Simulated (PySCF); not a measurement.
Fractional electron number in Mn (manganese, neutral)

The 4s beta orbital of [Ar] 3d5 4s2 is emptied in steps (occupation f), with all orbitals relaxed, ending at [Ar] 3d5 4s1. Calculation: PySCF 2.14, in def2-TZVPPD; the non-relativistic Hamiltonian (point nucleus). The exact energy is a straight line in f; departures are measured from the line between the end points of the same method.

Q: Among PBE0, r2SCAN, LC-wPBE, which shows the largest delocalisation error (convex curve), and which is closest to linear?

A: Most convex: r2SCAN (-0.550 eV at f = 0.5); closest to linear: LC-wPBE (0.013 eV).

```json
{"f": "1", "PBE0 (eV)": "0.000", "r2SCAN (eV)": "0.000", "LC-wPBE (eV)": "0.000"}
{"f": "0.75", "PBE0 (eV)": "-0.373", "r2SCAN (eV)": "-0.434", "LC-wPBE (eV)": "0.012"}
{"f": "0.5", "PBE0 (eV)": "-0.495", "r2SCAN (eV)": "-0.550", "LC-wPBE (eV)": "0.013"}
{"f": "0.25", "PBE0 (eV)": "-0.366", "r2SCAN (eV)": "-0.373", "LC-wPBE (eV)": "0.005"}
{"f": "0", "PBE0 (eV)": "0.000", "r2SCAN (eV)": "0.000", "LC-wPBE (eV)": "0.000"}
```

| method | E(f=0) − E(f=1) (eV) | −ε at f=1 (eV) | −ε at f=0.5 (eV) |
| --- | --- | --- | --- |
| PBE0 | 7.059 | 5.069 | 7.073 |
| r2SCAN | 6.894 | 4.508 | 7.031 |
| LC-wPBE | 6.949 | 7.022 | 6.930 |

Reference removal energy between the ground levels: 7.434 eV (measured; NIST Atomic Spectra Database, ionization energies).
